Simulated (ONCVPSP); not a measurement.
## Before and after: ONCV potential for S (Z = 16)

sulfur, optimised norm-conserving Vanderbilt (ONCV), made with ONCVPSP 4.0.1 (PBE, scalar-relativistic). Core [He], reference 2s2 2p6 3s1 3p5. Waves: 2s+3s: rc 0.80 bohr, ncon 5, nbas 9, qcut 15.1 1/bohr, 2 projectors; 2p+3p: rc 0.65 bohr, ncon 4, nbas 8, qcut 27 1/bohr, 2 projectors; d scattering state at 0.23 Ha: rc 0.80 bohr, ncon 4, nbas 8, qcut 13.2 1/bohr, 2 projectors, debl 1.5 Ha. Local part: polynomial inside 0.65 bohr (lpopt 5, dvloc0 2 Ha). Core correction: Teter function, fcfact 2.75, rcfact 1.4.

Change: s: qcut 13.4; p: qcut 24; d: qcut 11.7.

Cutoffs: the cutoffs (Ha) at which the residual kinetic energy of the hardest occupied pseudo-wave falls to 1 and 0.1 mHa per electron; they do not see the model core or the augmentation charge, which bear on the density cutoff. Errors are all-electron minus pseudo energies relative to the spin-unpolarised reference configuration.

Problem. Predict the effect on cutoff, ghosts and configuration errors.

Solution. The potential gets softer (229 Ha and 264 Ha → 206 Ha and 235 Ha); the errors of the 4 common tests hardly move; neither file shows a bound ghost.

```csv
quantity,base,changed
"cutoff, loose",229 Ha,206 Ha
"cutoff, tight",264 Ha,235 Ha
loose cutoff by channel,"s 81 Ha, p 229 Ha","s 64 Ha, p 206 Ha"
bound ghosts,none,none
GHOST(+) flags under 300 eV,none,none
"error for 2s2 2p6 3s2 3p4, meV [ΔE -10.31 eV]",+0.9,+0.8
"error for 2s2 2p6 3s2 3p3, meV [ΔE 1.46 eV]",+2.9,+2.9
"error for 2s2 2p6 3s2 3p2, meV [ΔE 23.74 eV]",+6.8,+7.2
"error for 2s2 2p6 3s1 3p4, meV [ΔE 12.34 eV]",+0.9,+0.9
s: phases at 0.81 bohr within 0.05 rad from the reference energy up to (Ha; the scan ends near 5),to the end of the scan,to the end of the scan
p: phases at 0.66 bohr within 0.05 rad from the reference energy up to (Ha; the scan ends near 5),to the end of the scan,to the end of the scan
d: phases at 0.81 bohr within 0.05 rad from the reference energy up to (Ha; the scan ends near 5),to the end of the scan,to the end of the scan
"rms error of d²Exc/dni dnj with the model core, mHa",2.55,2.55
```
